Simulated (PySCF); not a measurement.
**Titanium: a sound run and one with changed settings**

Sound run: Ti [Ar] 3d2 4s2, Ti⁺ [Ar] 3d2 4s1. Calculation: PySCF 2.14, in cc-pVDZ-DK (6s5p3d1f, 43 functions); the spin-free X2C one-electron Hamiltonian (Gaussian nucleus). The sound run starts from symmetry-adapted Hartree-Fock orbitals and uses a fine grid where one is needed.

Changed run: radial step 0.5 in ln r (0.13 in the sound run). This setting is unsound on purpose.

| species | method | sound run (hartree) | changed run (hartree) | converged |
| --- | --- | --- | --- | --- |
| Ti | UHF | -852.74464 | -852.74464 | yes |
| Ti | M06-2X | -853.72123 | -853.79767 | yes |
| Ti | LDA | -851.60564 | -851.58736 | yes |
| Ti⁺ | UHF | -852.54015 | -852.54015 | yes |
| Ti⁺ | M06-2X | -853.45727 | -853.53263 | yes |
| Ti⁺ | LDA | -851.35158 | -851.33294 | yes |

Ionisation energy of Ti:

```json
{"method": "UHF", "sound run (eV)": "5.564", "changed run (eV)": "5.564"}
{"method": "M06-2X", "sound run (eV)": "7.183", "changed run (eV)": "7.212"}
{"method": "LDA", "sound run (eV)": "6.913", "changed run (eV)": "6.923"}
```

A coarse radial grid mis-integrates the density and the exchange-correlation energy, with errors of either sign; Hartree-Fock needs no grid.

For comparison, NIST gives 6.828 eV between the lowest levels.
